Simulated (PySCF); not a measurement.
# Shapes and spin states of IrSe₂⁺

Method: PySCF, PBE0, basis Ir def2-SVP with ECP60, Se def2-SVP (scalar-relativistic core potentials, no spin–orbit coupling, density fitting).

Relaxations began from a few typed shapes and spin states; open shells are unrestricted. The search is not exhaustive: other isomers or separated fragments can lie lower, and high-lying points may rest on an excited occupation.

```tsv
spin	group	bonds	angles	imaginary modes (cm⁻¹)	ΔE (kJ/mol)	ΔE with ZPE (kJ/mol)
triplet	C2v	Ir–Se 2.177 Å (×2)	Se–Ir–Se 112.4°	none	0.0	0.0
quintet	C2v	Ir–Se 2.243 Å (×2)	Se–Ir–Se 90.3°	none	1.4	1.2
quintet	C2v	Ir–Se 2.254 Å (×2)	Se–Ir–Se 110.5°	none	22.5	22.1
singlet (closed shell, unstable to spin polarisation)	C2v	Ir–Se 2.163 Å (×2)	Se–Ir–Se 115.6°	none	33.5	34.0
broken-symmetry Ms = 1 (⟨S²⟩ 3.46)	C∞v	Ir–Se 2.301 Å, Ir–Se 2.367 Å	Se–Ir–Se 180.0°	none	70.2	68.8
singlet (closed shell, unstable to spin polarisation)	D∞h	Ir–Se 2.233 Å (×2)	Se–Ir–Se 180.0°	302i, 302i	191.2	–
```

The lowest minimum found is the triplet C2v: Ir–Se 2.177 Å (×2); Se–Ir–Se 112.4°.

Formally Ir is in oxidation state +5, d4, with 2 unpaired electrons (the high-spin count would be 4). The Mulliken spin on Ir is 0.78, so most of the spin sits on the ligands and the formal count fails. The polar-tensor charge on Ir, 0.78, is far below the formal one.

For the lowest minimum: other spin states or occupations of the open shell can lie lower. With an element this heavy the missing spin–orbit coupling can shift these numbers.

The electron or spin density has lower symmetry than the nuclear frame for the broken-symmetry Ms = 1 (⟨S²⟩ 3.46) C∞v at 70.2 kJ/mol.
